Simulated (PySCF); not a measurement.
C8H10S.
Atom-mapped SMILES: `[CH2:1]=[C:2]1[CH:3]=[C:4]([CH3:5])/[C:6]1=[CH:7]/[S:8][CH3:9]` (hydrogens: H10, H11 on C1; H12 on C3; H13, H14, H15 on C5; H16 on C7; H17, H18, H19 on C9)

The same species was optimised twice, with GFN2-xTB and with PBE0-D3(BJ)/def2-SVP (PySCF), and the same property calculations (PySCF, gas phase) were run on both structures.

```
     coordinate  GFN2-xTB  PBE0-D3(BJ)/def2-SVP  change
      S8–C9 (Å)     1.819                 1.803  -0.016
      C1=C2 (Å)     1.321                 1.335  +0.014
      C6=C7 (Å)     1.328                 1.341  +0.013
      C3=C4 (Å)     1.357                 1.366  +0.009
      C2–C6 (Å)     1.491                 1.499  +0.008
      C2–C3 (Å)     1.473                 1.481  +0.008
      C7–S8 (Å)     1.756                 1.750  -0.006
      C4–C6 (Å)     1.476                 1.481  +0.005
      C4–C5 (Å)     1.479                 1.479   0.000
   C7–S8–C9 (°)      99.3                 100.3    +1.0
   C4–C6–C7 (°)     135.5                 134.8    -0.7
   C1–C2–C6 (°)     135.3                 135.7    +0.4
   C2–C6–C7 (°)     137.1                 137.5    +0.4
   C2–C6–C4 (°)      87.4                  87.7    +0.3
   C3–C4–C6 (°)      92.5                  92.3    -0.2
   C1–C2–C3 (°)     137.3                 137.1    -0.2
   C5–C4–C6 (°)     131.7                 131.9    +0.2
C6–C7–S8–C9 (°)       179                   178      -1
```

Rotational constants: A = 2279, B = 866.2, C = 632.6 MHz (GFN2-xTB) against A = 2251, B = 859.5, C = 627.0 MHz (PBE0-D3(BJ)/def2-SVP).

On the GFN2-xTB structure: HOMO (eV) -5.68 [PBE0/pcSseg-1]; LUMO (eV) -0.64 [PBE0/pcSseg-1]; dipole (D) 2.43 [PBE0/pcSseg-1]; GIAO shielding of C1 (ppm) 85.8 [PBE0/pcSseg-1]; GIAO shielding of C2 (ppm) 33.6 [PBE0/pcSseg-1]; GIAO shielding of C3 (ppm) 40.3 [PBE0/pcSseg-1]; GIAO shielding of C4 (ppm) 22.0 [PBE0/pcSseg-1]; GIAO shielding of C5 (ppm) 171.8 [PBE0/pcSseg-1]; GIAO shielding of C6 (ppm) 42.7 [PBE0/pcSseg-1]; GIAO shielding of C7 (ppm) 68.7 [PBE0/pcSseg-1]; GIAO shielding of S8 (ppm) 505.9 [PBE0/pcSseg-1].

Task: What do these properties become on the PBE0-D3(BJ)/def2-SVP structure?

Result: 
```json
{"property": "HOMO (eV)", "level": "PBE0/pcSseg-1", "on GFN2-xTB": "-5.68", "on PBE0-D3(BJ)/def2-SVP": "-5.66", "change": "+0.02"}
{"property": "LUMO (eV)", "level": "PBE0/pcSseg-1", "on GFN2-xTB": "-0.64", "on PBE0-D3(BJ)/def2-SVP": "-0.69", "change": "-0.05"}
{"property": "dipole (D)", "level": "PBE0/pcSseg-1", "on GFN2-xTB": "2.43", "on PBE0-D3(BJ)/def2-SVP": "2.43", "change": "0.00"}
{"property": "energy, GFN2-xTB geometry as zero (kcal/mol)", "level": "PBE0/pcSseg-1", "on GFN2-xTB": "0.0", "on PBE0-D3(BJ)/def2-SVP": "-0.5", "change": "-0.5"}
{"property": "GIAO shielding of C1 (ppm)", "level": "PBE0/pcSseg-1", "on GFN2-xTB": "85.8", "on PBE0-D3(BJ)/def2-SVP": "82.5", "change": "-3.3"}
{"property": "GIAO shielding of C2 (ppm)", "level": "PBE0/pcSseg-1", "on GFN2-xTB": "33.6", "on PBE0-D3(BJ)/def2-SVP": "30.7", "change": "-2.9"}
{"property": "GIAO shielding of C3 (ppm)", "level": "PBE0/pcSseg-1", "on GFN2-xTB": "40.3", "on PBE0-D3(BJ)/def2-SVP": "37.9", "change": "-2.4"}
{"property": "GIAO shielding of C4 (ppm)", "level": "PBE0/pcSseg-1", "on GFN2-xTB": "22.0", "on PBE0-D3(BJ)/def2-SVP": "20.2", "change": "-1.8"}
{"property": "GIAO shielding of C5 (ppm)", "level": "PBE0/pcSseg-1", "on GFN2-xTB": "171.8", "on PBE0-D3(BJ)/def2-SVP": "170.2", "change": "-1.6"}
{"property": "GIAO shielding of C6 (ppm)", "level": "PBE0/pcSseg-1", "on GFN2-xTB": "42.7", "on PBE0-D3(BJ)/def2-SVP": "39.8", "change": "-2.9"}
{"property": "GIAO shielding of C7 (ppm)", "level": "PBE0/pcSseg-1", "on GFN2-xTB": "68.7", "on PBE0-D3(BJ)/def2-SVP": "67.0", "change": "-1.7"}
{"property": "GIAO shielding of S8 (ppm)", "level": "PBE0/pcSseg-1", "on GFN2-xTB": "505.9", "on PBE0-D3(BJ)/def2-SVP": "510.4", "change": "+4.5"}
```

The heavy atoms differ by 0.017 Å rms after alignment. Among bonds between heavy atoms S8–C9 changes most (-0.016 Å). Changes are differences of the printed values. Neither structure is proved a minimum here.

The values belong to the conformer `[CH2:1]=[C:2]1[CH:3]=[C:4]([CH3:5])/[C:6]1=[CH:7]/[S:8][CH3:9]`: C6–C7–S8–C9 178°.
